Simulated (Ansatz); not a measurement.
```yaml
crystal:
  periodic: [false, false, false]
  atoms:
    - {symbol: F, position_ang: [-0.819572, -0.088706, 1.914284]}
    - {symbol: C, position_ang: [0.374319, -0.495592, 1.209272]}
    - {symbol: F, position_ang: [1.121147, -1.671587, 1.854713]}
    - {symbol: C, position_ang: [0.255424, -0.797558, -0.239850]}
    - {symbol: Si, position_ang: [-0.566917, 0.834352, -0.946719]}
    - {symbol: H, position_ang: [1.264711, 0.484300, 1.300685]}
    - {symbol: H, position_ang: [1.133657, -0.616456, -0.914841]}
    - {symbol: H, position_ang: [-0.507583, -1.517196, -0.454435]}
    - {symbol: H, position_ang: [-0.579552, 0.549204, -2.526912]}
    - {symbol: H, position_ang: [-1.884125, 1.033642, -0.637281]}
    - {symbol: H, position_ang: [0.071224, 2.123590, -0.860220]}
basis:
  gaussian: {orbitals: def2-TZVPD}
hamiltonian: {xc: {name: wB97X-V}}
relax: {f_tol: 0.0001, max_steps: 1}
output: {forces: true}
```

```sh
$ ansatz run in.yaml --threads 4 --pin off --events-out ev --progress --plain --max-ram 10444MiB
```

Output, abridged:

```
Functional definition: wB97X-V
1332 factors; their error is unknown
543 factors; integrals over basis functions are off by at most 5.5e-7 eV
mean field evaluation 1: about -15477.4447 eV, gradient 4.3e1 eV
mean field evaluation 2: about -15477.8554 eV, gradient 4.6e1 eV
mean field evaluation 4: about -15480.8410 eV, gradient 2.3e0 eV
mean field evaluation 8: about -15480.8626 eV, gradient 5.2e-2 eV
mean field evaluation 16: about -15480.8524 eV, gradient 1.4e-4 eV
mean field -15480.85238378 eV, -568.9108318054 hartree, gradient 5.4e-5 eV, S^2 0.000000; 0 other end points of the search recorded, 0 dependent functions left out
reference -15480.85238087 eV, -568.9108316985 hartree; 25, 25 occupied and 226, 226 virtual orbitals, 1332 factors
relax step   1: F+E_penalty+E_count = -15480.85238378 eV  Δ(F+E_penalty+E_count) = +0.000e0 eV  max|allowed force component| = 4.671e0 eV/Å  Δτ_max = 0.0000 Å  (30 SCF iters, accepted)
Error: geometry relaxation did not converge after 1 steps: max|allowed force component| = 4.67e0 eV/Å (threshold 1.0e-4). Raise `relax.max_steps` over both its present limit and 1, loosen `relax.f_tol`, or start from a geometry closer to equilibrium. Where this run's directory can be resumed (`checkpoint.write`), a resume goes on for up to `relax.max_steps` more
```

In this input the relaxation is allowed too few steps for its threshold. The calculation stopped without meeting its thresholds.
